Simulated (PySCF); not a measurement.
KCl, SMILES [Cl][K].

Geometry: PBE0-D3(BJ)/def2-TZVPD.

All values below come from TDDFT-M06-2X/def2-TZVPD in PySCF.

Vertical excitations; the highest root listed may be one member of a degenerate set.  State labels are in the subgroup C2v.

```csv
state,symmetry,energy (eV),λ (nm),f,main pairs
S1,B1,4.11,302,0.010,HOMO−1→LUMO (degenerate set)
S2,B2,4.11,302,0.010,HOMO→LUMO (degenerate set)
S3,A1,4.41,281,0.056,HOMO−2→LUMO 94 %
S4,A2,5.41,229,0.000,"HOMO→LUMO+1 48 %, HOMO−1→LUMO+2 48 %"
S5,A2,5.45,228,0.000,"HOMO−1→LUMO+2, HOMO→LUMO+1 (degenerate set)"
S6,A1,5.45,228,0.000,"HOMO−1→LUMO+1, HOMO→LUMO+2 (degenerate set)"
S7,A1,5.53,224,0.008,"HOMO→LUMO+2 48 %, HOMO−1→LUMO+1 48 %"
S8,B2,5.66,219,0.004,HOMO−2→LUMO+2 (degenerate set)
S9,B1,5.66,219,0.004,HOMO−2→LUMO+1 (degenerate set)
S10,B1,5.77,215,0.059,HOMO−1→LUMO+3 86 %
T1,B2,4.11,302,0,HOMO→LUMO (degenerate set)
T2,B1,4.11,302,0,HOMO−1→LUMO (degenerate set)
T3,A1,4.24,292,0,HOMO−2→LUMO 95 %
T4,A2,5.41,229,0,"HOMO→LUMO+1 48 %, HOMO−1→LUMO+2 48 %"
```
Triplets are in the Tamm–Dancoff approximation, which puts them higher than full response would, so one can lie above its singlet here.
